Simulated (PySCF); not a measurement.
# NMR data sheet: C2H5FO2Si

```yaml
Formula: C2H5FO2Si
SMILES: CC(=O)O[SiH2]F
InChI: InChI=1S/C2H5FO2Si/c1-2(4)5-6-3/h6H2,1H3
Point_group_of_the_computed_structure: Cs
Degrees_of_unsaturation: 1
Carbon_signals: 2
Proton_signals: 2
```

Bonds (- single, = double, # triple, : aromatic): C1-C2 1.500 Å, C2=O3 1.200 Å, C2-O4 1.333 Å, O4-Si5 1.646 Å, Si5-F6 1.599 Å. C1 carries H7, H8, H9; Si5 carries H10, H11.

PySCF 2.14 calculation with geometry: GFN2-xTB and GIAO PBE0/pcSseg-1 shieldings; relativity neglected, equivalent nuclei averaged, single conformer, no solvent model.

Referencing at the same level of theory: ¹H and ¹³C and ²⁹Si vs TMS; ¹⁹F against CFCl3; ¹⁷O against H2O.

| carbon | δC, type | δH (multiplicity) | HMBC from (2–3 bonds) | span of the C tensor (ppm) |
| --- | --- | --- | --- | --- |
| C1 | 24.0, CH3 | 2.18 (s) | – | 52 |
| C2 | 175.9, C | – | H10/H11, H7/H8/H9 | 168 |

Other nuclei:
```json
{"atoms": "H10/H11", "nucleus": "¹H", "environment": "hydrogen on a silicon bonded to F, O", "δ (ppm)": "5.24", "σ (ppm)": "26.48"}
{"atoms": "F6", "nucleus": "¹⁹F", "environment": "fluorine bonded to Si", "δ (ppm)": "-194.6", "σ (ppm)": "365.5"}
{"atoms": "Si5", "nucleus": "²⁹Si", "environment": "silicon bonded to F, O, 2 H", "δ (ppm)": "-17.4", "σ (ppm)": "366.6"}
{"atoms": "O3", "nucleus": "¹⁷O", "environment": "carbonyl oxygen", "δ (ppm)": "479.8", "σ (ppm)": "-143.7"}
{"atoms": "O4", "nucleus": "¹⁷O", "environment": "oxygen bonded to C, Si", "δ (ppm)": "218.9", "σ (ppm)": "117.2"}
```

Carbon types of the structure: 1 × C, 1 × CH3, leaving 2 H on heteroatoms. δC 175.9: carbonyl carbon. δC 24.0: methyl carbon α to a carbonyl; the adjacent C=O deshields it moderately. δH 5.24: hydrogen on a silicon bonded to F, O. δH 2.18: hydrogen on a methyl carbon α to a carbonyl; α to C=O.

Splittings by ¹⁹F in the carbon and heteronuclear signals aren't shown, as no couplings were computed. Shifts are as computed. Against solution values, carbons near 30 ppm lie about +3 ppm off and those near 130 ppm about +5 ppm. Of 1211 compounds with measured shifts, 218 miss one by over three times the rms of a fit or turn the order of signals round; such compounds aren't used in these exercises. Unscaled 19F shifts against computed CFCl3 carry errors that often reach 10 to 50 ppm. Unscaled 17O shifts of doubly bonded oxygen tend to come out too high, by tens of ppm or more. Experimental scales use liquid or dissolved standards, which lie at an offset from isolated H2O (liquid H2O: subtract about 36 ppm). No couplings were computed; multiplicities are counted from neighbouring protons, with m where these are inequivalent, close in shift, in a saturated or five-membered ring or joined by F or P, and br s for small geminal =CH2 splittings.
